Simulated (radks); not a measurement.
Kinetic energies: the exact non-interacting value of the Kohn-Sham orbitals and orbital-free approximations, as 100 (|E| - |E exact|)/|E exact|, negative where the magnitude is too small. Species: Cd+ [Kr] 4d10 5s1; Yb2+ [Xe] 4f14; Al+ [Ne] 3s2; Re+ [Xe] 4f14 5d5 6s1; Sr [Kr] 5s2. Method: non-relativistic Kohn-Sham, PBE, spin-polarised, spherical densities, point nucleus; computed with a radial shooting solver on a logarithmic mesh with Libxc functionals. Every spin shell is full or empty, so the densities are truly spherical. Functionals are evaluated on that one density, not self-consistently.

exact (hartree): Cd+ 5464.50; Yb2+ 13391.0; Al+ 241.635; Re+ 15784.0; Sr 3131.29
Thomas-Fermi: Cd+ -5.35; Yb2+ -4.89; Al+ -7.72; Re+ -4.75; Sr -5.76
von Weizsacker: Cd+ -57.88; Yb2+ -62.91; Al+ -35.21; Re+ -63.79; Sr -54.48
TF + vW: Cd+ +36.77; Yb2+ +32.20; Al+ +57.07; Re+ +31.46; Sr +39.76
TF + vW/9: Cd+ -0.67; Yb2+ -0.77; Al+ -0.52; Re+ -0.72; Sr -0.70
TF + vW/5: Cd+ +3.07; Yb2+ +2.53; Al+ +5.24; Re+ +2.49; Sr +3.34
LC94: Cd+ +0.08; Yb2+ -0.05; Al+ +0.13; Re+ -0.01; Sr +0.06
APBEK: Cd+ +0.13; Yb2+ -0.02; Al+ +0.27; Re+ +0.02; Sr +0.13
revAPBEK: Cd+ +0.32; Yb2+ +0.13; Al+ +0.67; Re+ +0.16; Sr +0.34
Perdew 92: Cd+ -0.66; Yb2+ -0.76; Al+ -0.51; Re+ -0.72; Sr -0.69
Thakkar: Cd+ -0.55; Yb2+ -0.81; Al+ -0.01; Re+ -0.79; Sr -0.48
Pearson: Cd+ -0.92; Yb2+ -0.94; Al+ -1.84; Re+ -0.89; Sr -1.02
PG1: Cd+ +15.33; Yb2+ +13.02; Al+ +27.05; Re+ +12.70; Sr +16.84
DePristo-Kress: Cd+ -0.08; Yb2+ -0.26; Al+ -0.03; Re+ -0.22; Sr -0.06
Ernzerhof: Cd+ -0.38; Yb2+ -0.54; Al+ +0.20; Re+ -0.51; Sr -0.37
